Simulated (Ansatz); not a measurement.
Ideal-gas functions of ClFZn, SMILES `[F][Zn][Cl]` at 600 K and 1 bar, from an Ansatz frequency run at PBE0-D4/def2-TZVP.

Molar mass 119.84 g/mol, point group C∞v (symmetry number 1), electronic degeneracy 1, moments of inertia 196.194 u Å². Harmonic wavenumbers (cm⁻¹, unscaled): 136, 136, 416, 698.

Use S(trans) = R[1.5 ln M + 2.5 ln T − 1.1517]; rotational temperatures θ = 24.2544 K / I; S(rot) = R[ln(T/σθ) + 1]; for each mode x = 1.438777 ν̃/T, S = R[x/(eˣ − 1) − ln(1 − e⁻ˣ)] and H = RT x/(eˣ − 1); 1 cm⁻¹ = 0.0119627 kJ/mol; R = 8.31446 J/(mol·K).

**Question.** By hand: the entropy, in J/(mol·K).

**Answer.** Translation 183.1. Rotation: θ = 0.1236 K, giving 78.9. Vibration, mode by mode: 17.67, 17.67, 8.67, 4.94, in all 48.9. Electronic 0.0. Sum 310.9 J/(mol·K).

**Question.** By hand: H − E and G − E in kJ/mol, counted from the electronic energy.

**Answer.** Zero-point energy ½ × 1386 × 0.0119627 = 8.3; thermal vibration 13.3; translation, rotation and pV give 3.5 RT = 17.5. H − E = 39.1 kJ/mol, and G − E = 39.1 − 600 × 310.9/1000 = -147.4 kJ/mol.

Vibration gives 16 % of the entropy, 35.3 J/(mol·K) of it from the modes under 150 cm⁻¹: soft modes count most, and the harmonic formula is weakest for them.
